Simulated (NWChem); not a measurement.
System meant: C₂H₄O₃Si; SMILES C1OC(=O)O[SiH2]1

The following NWChem deck was run.

```
start job
memory heap 200 mb stack 900 mb global 1100 mb
geometry units angstroms noautoz
  O     -0.400719    -2.300015     0.000000
  C     -0.144779    -1.142134     0.000000
  O      1.127562    -0.679427     0.000000
  C      1.327742     0.730072     0.000000
  Si    -0.444558     1.419415     0.000000
  O     -1.070100    -0.156809     0.000000
  H      1.915383     1.006415     0.889823
  H      1.915383     1.006415    -0.889823
  H     -0.854498     2.153612    -1.224523
  H     -0.854498     2.153612     1.224523
end
basis spherical
  * library def2-svp
end
dft
  xc xpbe96 cpbe96
  iterations 4
  mulliken
end
task dft energy
```

End of the output:

```
    Atom       Charge   Shell Charges
 -----------   ------   -------------------------------------------------------
    1 O    8     8.12   1.97  0.92  0.64  2.69  1.86  0.03
    2 C    6     5.97   1.96  0.59  0.26  1.80  0.99  0.37
    3 O    8     8.07   1.97  0.92  0.57  2.71  1.87  0.03
    4 C    6     6.10   1.96  0.61  0.33  1.87  1.21  0.11
    5 Si  14    13.47   2.00  1.93  0.67  0.33  5.81  1.31  1.00  0.42
    6 O    8     8.17   1.97  0.91  0.59  2.72  1.95  0.02
    7 H    1     0.97   0.64  0.26  0.07
    8 H    1     0.97   0.64  0.26  0.07
    9 H    1     1.09   0.64  0.42  0.03
   10 H    1     1.09   0.64  0.42  0.03

 center of mass
 --------------
 x =  -0.03639358 y =  -0.11651628 z =   0.00000000

 moments of inertia (a.u.)
 ------------------
         664.378411941932          -0.000000000000           0.000000000000
          -0.000000000000         291.409595339624           0.000000000000
           0.000000000000           0.000000000000         922.803221631189

     Multipole analysis of the density
     ---------------------------------

     L   x y z        total         alpha         beta         nuclear
     -   - - -        -----         -----         ----         -------
     0   0 0 0     -0.000000    -27.000000    -27.000000     54.000000

     1   1 0 0      0.478033      0.239017      0.239017      0.000000
     1   0 1 0      1.883898      0.941949      0.941949      0.000000
     1   0 0 1      0.000000      0.000000      0.000000      0.000000

     2   2 0 0    -31.365651    -92.234615    -92.234615    153.103579
     2   1 1 0      0.329495     -0.080933     -0.080933      0.491362
     2   1 0 1      0.000000      0.000000      0.000000      0.000000
     2   0 2 0    -34.368150   -189.877810   -189.877810    345.387470
     2   0 1 1      0.000000      0.000000      0.000000      0.000000
     2   0 0 2    -29.801732    -23.083037    -23.083037     16.364342

 ------------------------------------------------------------------------
 dft energy failed                                                                                  0
 ------------------------------------------------------------------------
 ------------------------------------------------------------------------
  current input line :
    23: task dft energy
 ------------------------------------------------------------------------
 ------------------------------------------------------------------------
 This type of error is most commonly associated with calculations not reaching convergence criteria
 ------------------------------------------------------------------------
 For more information see the NWChem manual at https://nwchemgit.github.io

0:dft energy failed:Received an Error in Communication
```

Task: Find the fault in this run and fix the input.

Result: Convergence was not reached. Cause: the SCF was allowed too few iterations. This input runs:
```
start job
memory heap 200 mb stack 900 mb global 1100 mb
geometry units angstroms noautoz
  O     -0.400719    -2.300015     0.000000
  C     -0.144779    -1.142134     0.000000
  O      1.127562    -0.679427     0.000000
  C      1.327742     0.730072     0.000000
  Si    -0.444558     1.419415     0.000000
  O     -1.070100    -0.156809     0.000000
  H      1.915383     1.006415     0.889823
  H      1.915383     1.006415    -0.889823
  H     -0.854498     2.153612    -1.224523
  H     -0.854498     2.153612     1.224523
end
basis spherical
  * library def2-svp
end
dft
  xc xpbe96 cpbe96
  iterations 150
  mulliken
end
task dft energy
```
It converges to -593.02524 Ha (PBE/def2-SVP).
